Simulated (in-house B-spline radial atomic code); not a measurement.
Whole-atom quantities along the 4-electron series, configuration [He] 2s2. Breit and QED terms are first order and not part of the total energy; the density at the nucleus is averaged over the nuclear charge. Computed with a B-spline radial code for spherical atoms: Dirac-Hartree-Fock, average of the configuration, finite nuclei.

| ion | Z | E/Z² (Eh) | Σ<r²> (bohr²) | n(0)/Z³ (bohr⁻³) | Lamb diamagnetic shielding (ppm) | repulsion over attraction | Breit energy (eV) | self-energy (eV) | vacuum polarisation (eV) | Dirac less non-relativistic energy (Eh) |
| --- | --- | --- | --- | --- | --- | --- | --- | --- | --- | --- |
| Fe22+ | 26 | -1.2019 | 0.14617 | 0.85968 | 1147.07 | 0.023673 | 7.3828 | 9.3338 | -0.78984 | -7.5471 |
| Co23+ | 27 | -1.205 | 0.13468 | 0.87471 | 1194.09 | 0.022802 | 8.2944 | 10.63 | -0.91913 | -8.8134 |
| Ni24+ | 28 | -1.208 | 0.12447 | 0.89103 | 1241.32 | 0.021992 | 9.2792 | 12.048 | -1.0639 | -10.235 |
| Cu25+ | 29 | -1.2108 | 0.11535 | 0.9066 | 1288.78 | 0.021237 | 10.34 | 13.592 | -1.2253 | -11.823 |
| Zn26+ | 30 | -1.2136 | 0.10718 | 0.9235 | 1336.48 | 0.020531 | 11.48 | 15.27 | -1.4046 | -13.591 |
| Ga27+ | 31 | -1.2164 | 0.099822 | 0.94074 | 1384.42 | 0.01987 | 12.703 | 17.088 | -1.6034 | -15.554 |
| Ge28+ | 32 | -1.219 | 0.093176 | 0.9585 | 1432.63 | 0.019249 | 14.01 | 19.053 | -1.8229 | -17.725 |
| As29+ | 33 | -1.2216 | 0.087153 | 0.9778 | 1481.1 | 0.018665 | 15.407 | 21.171 | -2.0647 | -20.119 |
| Se30+ | 34 | -1.2242 | 0.081678 | 0.99755 | 1529.85 | 0.018114 | 16.895 | 23.45 | -2.3304 | -22.751 |
| Br31+ | 35 | -1.2267 | 0.076685 | 1.0185 | 1578.9 | 0.017594 | 18.478 | 25.896 | -2.6216 | -25.638 |
| Kr32+ | 36 | -1.2292 | 0.07212 | 1.0402 | 1628.25 | 0.017103 | 20.16 | 28.516 | -2.9402 | -28.797 |
| Rb33+ | 37 | -1.2317 | 0.067935 | 1.0631 | 1677.91 | 0.016637 | 21.943 | 31.319 | -3.2878 | -32.245 |
| Sr34+ | 38 | -1.2341 | 0.06409 | 1.0868 | 1727.9 | 0.016196 | 23.83 | 34.31 | -3.6665 | -35.999 |
| Zr36+ | 40 | -1.239 | 0.057278 | 1.1372 | 1828.91 | 0.015377 | 27.935 | 40.893 | -4.5252 | -44.504 |
| Nb37+ | 41 | -1.2415 | 0.054254 | 1.1631 | 1879.96 | 0.014997 | 30.158 | 44.5 | -5.0095 | -49.294 |
| Mo38+ | 42 | -1.2439 | 0.05145 | 1.1891 | 1931.39 | 0.014634 | 32.5 | 48.329 | -5.5333 | -54.469 |
| Tc39+ | 43 | -1.2464 | 0.048847 | 1.2187 | 1983.21 | 0.014288 | 34.965 | 52.387 | -6.0995 | -60.054 |
| Ru40+ | 44 | -1.2488 | 0.046425 | 1.2474 | 2035.44 | 0.013958 | 37.556 | 56.684 | -6.7103 | -66.068 |
| Rh41+ | 45 | -1.2513 | 0.044168 | 1.2792 | 2088.09 | 0.013641 | 40.277 | 61.229 | -7.3686 | -72.538 |
| Pd42+ | 46 | -1.2538 | 0.042062 | 1.3114 | 2141.18 | 0.013338 | 43.131 | 66.031 | -8.0772 | -79.485 |
| Ag43+ | 47 | -1.2563 | 0.040093 | 1.346 | 2194.73 | 0.013047 | 46.123 | 71.099 | -8.8391 | -86.936 |

Question: With what power of Z does the column «Dirac less non-relativistic energy (Eh)» change over this range?

Answer: A fit of the logarithm of its size against log Z from Z = 26 to 47 has slope 4.13. An unscreened hydrogenic electron would give 4 at low Z; screening makes the apparent power larger near the neutral end, and relativity raises it again at high Z.
